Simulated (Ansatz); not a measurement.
The cluster RuO₂, relaxed as a singlet with RKS B3LYP-D4/def2-TZVP in Ansatz, starting from the GFN2-xTB geometry. Force threshold 0.02 eV/Å.

In the def2 sets Ru takes a core potential; there is no spin–orbit coupling. The restricted singlet is unstable towards broken spin symmetry at other levels; at B3LYP-D4/def2-TZVP this wasn't settled. The structure comes from a short search, and lower isomers may exist.

Start:

| atom | x (Å) | y (Å) | z (Å) |
| --- | --- | --- | --- |
| Ru1 | 0.003 | -0.012 | 0.001 |
| O2 | 1.212 | 0.339 | 0.899 |
| O3 | -1.215 | -0.327 | -0.900 |

Problem. Estimate the energy that the relaxation releases and the steps that it takes.

Solution. 35.0 kcal/mol, in 8 steps; 6.5 s on 4 threads of Arm Neoverse V2 on a shared host. No frequencies were taken in this run, so the end may be a saddle point.

Problem. Does the start keep its bonding and symmetry?

Solution. By distances, no bond broke or formed. The bond that changes most is Ru1–O3, from 1.55 to 1.67 Å (atoms count from 1). Point group D∞h at the start, C2v at the end, both within 0.05 Å.

Problem. Predict the relaxed structure.

Solution. 
Cartesian coordinates in Å:
```
Ru 0.0556 -0.2371 0.0127
O 1.2525 0.4695 0.9422
O -1.3081 -0.2324 -0.9550
```
Bond lengths: 2 × O–Ru 1.67 Å.
